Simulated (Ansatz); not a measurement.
Basis-set extrapolation for C₄H₅B, SMILES `BC=C=C=C` (PBE0-D4/def2-TZVP geometry, frozen core, Ansatz 0.2.0). Multiplicity 1, RHF reference.

```
                      def2-TZVPP   def2-QZVPP
                 HF  -179.018718  -179.026277
    MP2 correlation    -0.713301    -0.758635
CCSD(T) correlation    -0.788729      not run
```

Energies in hartree. Use E(X) = E(∞) + A·exp(−7.88·√X) for Hartree–Fock and E(X) = E(∞) + B·X^(−2.97) for correlation, with X = 3 and 4, and add CCSD(T) minus MP2 of the smaller set to the MP2 limit.

Problem. What is the CCSD(T) energy at the basis-set limit?

Solution. HF limit: -179.026277 + (-0.007559) × 0.13774 = -179.02732. MP2 limit: -0.758635 + (-0.045334) × 0.74074 = -0.79222. Higher-order term: -0.788729 − (-0.713301) = -0.07543. Total: -179.89497 hartree, 54.9 kcal/mol below CCSD(T)/def2-TZVPP.
